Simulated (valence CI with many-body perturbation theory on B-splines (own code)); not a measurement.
**Pr²⁵⁺: E2, M1, M2 decay**

Method: valence CI with perturbative core correlation (CI+MBPT): six valence electrons over a frozen Dirac-Fock core [Ar] 3d10, radial functions for each j: 9 s, 9 p, 8 d, 6 f, 3 g, 1 h, with the one-electron correlation potential Σ1 (screened to all orders), the two-electron term Σ2, the three-electron term Σ3, Breit, model QED; selected single and double excitations, second order for the rest, scaled by the run's own slope (own B-spline code, finite nucleus).

No measured levels were compared; by estimate levels hold to about 250 cm⁻¹ or 0.2 % of their energy and the worst to 1 %, as in measured heavy ions of charge 2 to 7; those with d or f electrons hold less well. Among the levels kept, up to 700 cm⁻¹ of a level comes from second order outside the variational space, and about a tenth of that is noise between levels of different J, which matters for small intervals.

Lines 1 to 26 of 26 in falling wavelength, among levels below 151.65 eV, chosen from the decays that carry over 1 % of a level's rate. Wavelengths and rates use the calculated energies, so an error of 2000 cm⁻¹ moves a line at 2106 Å by 4.2 % and its rate by three times that or more. Electric multipoles are in the length gauge, E1 and E2 with the static RPA response of the core. Weak lines are less certain than strong ones. Lines between different terms over intervals too small for the method are left out, as are lines whose strength nearly cancels.

Levels are named by their leading jj configuration (3d3/2^4 stands for four electrons in 3d with j = 3/2), which in mixed levels can hold well under half, so a name can repeat and another be missing. Letters in brackets count levels of one name in rising energy.

```
λ vac (Å)                               Upper                               Lower  Type   A (s⁻¹)  Branch %
     2723      (4s^2 4p1/2^2 4p3/2 4d5/2) J=4      (4s^2 4p1/2^2 4p3/2 4d3/2) J=3    M1  7.00e+02      33.8
     2207      (4s^2 4p1/2 4p3/2^2 4d5/2) J=5      (4s^2 4p1/2 4p3/2^2 4d3/2) J=4    M1  1.35e+03       4.7
     2106          (4s^2 4p1/2^2 4p3/2^2) J=0          (4s^2 4p1/2^2 4p3/2^2) J=2    E2  2.65e+00     100.0
     1630  (4s^2 4p1/2 4p3/2^2 4d5/2) J=4 [b]  (4s^2 4p1/2 4p3/2^2 4d3/2) J=3 [a]    M1  1.21e+03       4.7
    889.1      (4s^2 4p1/2 4p3/2^2 4d3/2) J=4      (4s^2 4p1/2^2 4p3/2 4d5/2) J=3    M1  7.52e+03      16.6
    820.4  (4s^2 4p1/2 4p3/2^2 4d5/2) J=4 [a]      (4s^2 4p1/2^2 4p3/2 4d5/2) J=3    M1  1.36e+04      13.4
    674.8  (4s^2 4p1/2 4p3/2^2 4d5/2) J=4 [b]      (4s^2 4p1/2^2 4p3/2 4d5/2) J=3    M1  8.68e+03      34.1
    633.0            (4s^2 4p1/2 4p3/2^3) J=1          (4s^2 4p1/2^2 4p3/2^2) J=0    M1  3.11e+04      17.8
    564.4      (4s^2 4p1/2 4p3/2^2 4d3/2) J=4      (4s^2 4p1/2^2 4p3/2 4d5/2) J=4    M1  2.66e+04      58.6
    535.9  (4s^2 4p1/2 4p3/2^2 4d5/2) J=4 [a]      (4s^2 4p1/2^2 4p3/2 4d5/2) J=4    M1  6.82e+04      67.3
    486.7            (4s^2 4p1/2 4p3/2^3) J=1          (4s^2 4p1/2^2 4p3/2^2) J=2    M1  1.43e+05      81.6
    469.7  (4s^2 4p1/2 4p3/2^2 4d5/2) J=4 [b]      (4s^2 4p1/2^2 4p3/2 4d5/2) J=4    M1  1.16e+04      45.6
    469.7  (4s^2 4p1/2 4p3/2^2 4d5/2) J=4 [b]      (4s^2 4p1/2^2 4p3/2 4d5/2) J=4    E2  6.93e+02       2.7
    467.5      (4s^2 4p1/2 4p3/2^2 4d3/2) J=4      (4s^2 4p1/2^2 4p3/2 4d3/2) J=3    M1  9.28e+03      20.4
    467.5      (4s^2 4p1/2 4p3/2^2 4d3/2) J=4      (4s^2 4p1/2^2 4p3/2 4d3/2) J=3    E2  8.44e+02       1.9
    449.5      (4s^2 4p1/2 4p3/2^2 4d5/2) J=5      (4s^2 4p1/2^2 4p3/2 4d5/2) J=4    M1  2.58e+04      90.7
    449.5      (4s^2 4p1/2 4p3/2^2 4d5/2) J=5      (4s^2 4p1/2^2 4p3/2 4d5/2) J=4    E2  9.93e+02       3.5
    447.8  (4s^2 4p1/2 4p3/2^2 4d5/2) J=4 [a]      (4s^2 4p1/2^2 4p3/2 4d3/2) J=3    M1  1.88e+04      18.6
    440.5                  (4s^2 4p3/2^4) J=0            (4s^2 4p1/2 4p3/2^3) J=2    E2  7.94e+03       1.6
    431.2            (4s^2 4p1/2 4p3/2^3) J=2          (4s^2 4p1/2^2 4p3/2^2) J=2    M1  9.74e+04      97.4
    431.2            (4s^2 4p1/2 4p3/2^3) J=2          (4s^2 4p1/2^2 4p3/2^2) J=2    E2  2.30e+03       2.3
    394.5                  (4s^2 4p3/2^4) J=0            (4s^2 4p1/2 4p3/2^3) J=1    M1  4.89e+05      98.3
    381.8  (4s^2 4p1/2 4p3/2^2 4d5/2) J=4 [b]      (4s^2 4p1/2^2 4p3/2 4d3/2) J=2    E2  4.17e+02       1.6
    270.0  (4s^2 4p1/2 4p3/2^2 4d5/2) J=4 [b]            (4s 4p1/2^2 4p3/2^3) J=2    E2  2.83e+02       1.1
    118.6  (4s^2 4p1/2 4p3/2^2 4d5/2) J=4 [b]            (4s^2 4p1/2 4p3/2^3) J=2    M2  1.80e+03       7.1
    116.0      (4s^2 4p1/2^2 4p3/2 4d5/2) J=4          (4s^2 4p1/2^2 4p3/2^2) J=2    M2  1.35e+03      65.2
```
